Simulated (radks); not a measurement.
Task: The mean radii <r> (bohr) of the occupied orbitals of an atom or ion are listed with their occupations. All-electron calculation, scalar-relativistic Kohn-Sham, PBEsol, spin-unpolarised, spherical densities, finite nucleus; Fermi nuclear charge, rms radius of each element as measured or else 0.836 A^(1/3) + 0.57 fm. Program: a radial shooting solver on a logarithmic mesh with Libxc functionals.

| orbital | occ. | <r> |
|---|---|---|
| 1s | 2 | 0.02191 |
| 2s | 2 | 0.09331 |
| 2p | 6 | 0.08238 |
| 3s | 2 | 0.2445 |
| 3p | 6 | 0.2431 |
| 3d | 10 | 0.2212 |
| 4s | 2 | 0.5530 |
| 4p | 6 | 0.5853 |
| 4d | 10 | 0.6361 |
| 5s | 2 | 1.332 |
| 5p | 6 | 1.561 |
| 4f | 7 | 0.8660 |
| 6s | 2 | 3.971 |
| 5d | 1 | 2.839 |

Name the element and its charge.

Result: Z = 64, gadolinium, charge 0: Gd in [Xe] 4f7 5d1 6s2. The 1s radius gives Z: for a bare nucleus <r> = (2 gamma + 1)/(2Z) with gamma = sqrt(1 - (Z/c)^2), 0.02163 bohr for Z = 64, and screening makes it slightly larger (0.02191 here). The occupations add up to 64, and the charge is Z minus that.
